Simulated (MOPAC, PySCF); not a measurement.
[Ta(OH)2(NH2)3], neutral singlet in the gas phase. 

Cartesian coordinates (Å):
```xyz
14

Ta    -0.0451    -0.4266     0.5912
O      0.1414     0.6987    -0.9761
H      0.4307     1.4728    -1.4803
O     -0.7769    -2.0307    -0.2171
H     -1.6772    -2.1436    -0.5695
N     -0.0632    -1.2955     2.4231
H     -0.4283    -2.2438     2.5741
H      0.2906    -0.9319     3.3155
N     -1.3078     0.9746     1.3013
H     -1.6979     0.9735     2.2479
H     -1.4862     1.8703     0.8351
N      1.9523    -0.2262     0.8367
H      2.4962    -0.6635     1.5850
H      2.5483     0.3719     0.2557
```
Charge 0, multiplicity 1.

All levels are single points at this geometry (BP86-D3(BJ)/def2-SVP); Pople sets use spherical d functions. Orbital energies aren't observables, and empty levels follow the basis.

| level | HOMO (eV) | LUMO (eV) | gap (eV) | dipole (D) | vertical IE, Delta-SCF (eV) |
|---|---|---|---|---|---|
| B3LYP-D3(BJ)/def2-TZVP in PySCF | -6.54 | -0.64 | 5.89 | 1.65 | – |
| TPSSh-D3(BJ)/def2-TZVP in PySCF | -5.99 | -0.82 | 5.17 | 1.59 | – |
| B3LYP/6-31G* (LANL2DZ on Ta) in PySCF | -6.14 | -0.50 | 5.64 | 1.88 | 8.27 |
| BP86/6-31G* (LANL2DZ on Ta) in PySCF | -5.05 | -1.17 | 3.88 | 1.83 | – |
| M06-2X/6-31G* (LANL2DZ on Ta) in PySCF | -7.87 | 0.64 | 8.51 | 2.00 | – |
| PBE/6-31G* (LANL2DZ on Ta) in PySCF | -4.95 | -1.07 | 3.88 | 1.82 | – |
| SVWN5/6-31G* (LANL2DZ on Ta) in PySCF | -5.06 | -1.18 | 3.88 | 1.90 | – |
| HF/6-31G* (LANL2DZ on Ta) in PySCF | -10.02 | 2.35 | 12.38 | 2.00 | – |
| PM7 in MOPAC | -7.72 | 0.37 | 8.09 | 3.75 | – |
